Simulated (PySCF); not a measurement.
## RuSCl, quartet: computed properties

These are results of UB3LYP/[Ru def2-SVP with ECP28, S def2-SVP, Cl def2-SVP], scalar-relativistic core potentials, density fitting, no spin–orbit coupling, PySCF, not measurements.

The structure is a minimum.

Coordinates in bohr (charge 0 multiplicity 4):
```
Ru   -0.1160    0.0000   -0.8042
S    -3.5454    0.0000    1.1120
Cl    3.5783    0.0000    1.3093
```

- Point group: Cs
- Bond lengths: Ru–Cl 2.252 Å, Ru–S 2.079 Å
- Bond angles: Cl–Ru–S 121.0°
- Atomisation energy without zero-point energy: 695 kJ/mol
- Rotational symmetry number: 1
- Lowest empty level (β): -4.16 eV
- Principal quadrupole moments (Buckingham, traceless) about the centre of mass: -4.04, 0.88, 3.17 D Å
- Zero-point energy: 6.0 kJ/mol
- Enthalpy at 298.15 K above 0 K: 13.28 kJ/mol
- Highest occupied level (α): -6.72 eV
- Principal polarisabilities: 43.7, 52.0, 91.5 bohr³
- Heat capacity Cp at 298.15 K: 52.7 J/(mol K)
- Spin squared ⟨S²⟩: 3.767
- Rotational constants: 0.3713, 0.07047, 0.05923 cm⁻¹
- Dipole moment: 2.20 D
- Entropy at 298.15 K and 1 bar (electronic part: spin only): 317.1 J/(mol K)

Harmonic modes (masses in u: Ru 101.904, S 31.972, Cl 34.969):
| symmetry | ω (cm⁻¹) | IR (km/mol) | μ (u) | type |
| --- | --- | --- | --- | --- |
| a' | 89 | 2.7 | 39.98 | bend |
| a' | 386 | 35.5 | 40.91 | stretch |
| a' | 532 | 29.7 | 38.68 | stretch |

Charges (e):
```
atom  Mulliken  Löwdin  polar tensor  spin (Mulliken)  Mayer order to Ru1
 Ru1      0.24   -0.45          0.86             2.35                   –
  S2     -0.04    0.33         -0.37             0.59                2.26
 Cl3     -0.20    0.12         -0.50             0.06                1.17
```

Mulliken populations on Ru1 (electrons outside its core potential): s 2.49, p 6.44, d 6.82, f 0.01.

Formally Ru is in oxidation state +3, d5, with 3 unpaired electrons (the high-spin count would be 5). The Mulliken spin on Ru is 2.35. The polar-tensor charge on Ru, 0.86, is far below the formal one.

Only a few start shapes were tried, so a lower isomer may exist. Other spin states or occupations of the open shell can lie lower.

The final relaxation and frequency run took of the order of 90 core-seconds on a shared host.
